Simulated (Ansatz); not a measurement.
One change: `[SiH3][CH2][InH2]` becomes `B[SiH2][CH2][InH2]`.

Ansatz, PBE0-D4/def2-TZVP geometries, multiplicity 1. Each molecule was computed in one conformer, which needn't be the lowest.

Elements past krypton have def2 core potentials.

```
                               property  `[SiH3][CH2][InH2]`
      LUMO energy (PBE/def2-TZVPP) / eV                -2.48
    LUMO energy (B3LYP/def2-TZVPP) / eV                -2.02
    HOMO–LUMO gap (PBE/def2-TZVPP) / eV                 4.00
     LUMO energy (PBE0/def2-TZVPP) / eV                -1.74
HOMO–LUMO gap (ωB97M-V/def2-TZVPP) / eV                 9.43
    HOMO energy (B3LYP/def2-TZVPP) / eV                -7.38
```

Task: What does the change do to each property? (An estimate is asked.)

Result: Ansatz gave: 
```
                               property  `B[SiH2][CH2][InH2]`  shift
      LUMO energy (PBE/def2-TZVPP) / eV                 -3.56  -1.08
    LUMO energy (B3LYP/def2-TZVPP) / eV                 -2.76  -0.74
    HOMO–LUMO gap (PBE/def2-TZVPP) / eV                  2.70  -1.30
     LUMO energy (PBE0/def2-TZVPP) / eV                 -2.56  -0.82
HOMO–LUMO gap (ωB97M-V/def2-TZVPP) / eV                  8.85  -0.58
    HOMO energy (B3LYP/def2-TZVPP) / eV                 -7.15   0.23
```

With PBE0 the HOMO rises by 0.24 eV and the LUMO falls by 0.82 eV, so the gap narrows by about 1.06 eV. PBE moves the HOMO by 0.22 eV and ωB97M-V by 0.25 eV.

B3LYP here is the variant with VWN-RPA as its local correlation; programs differ in this.
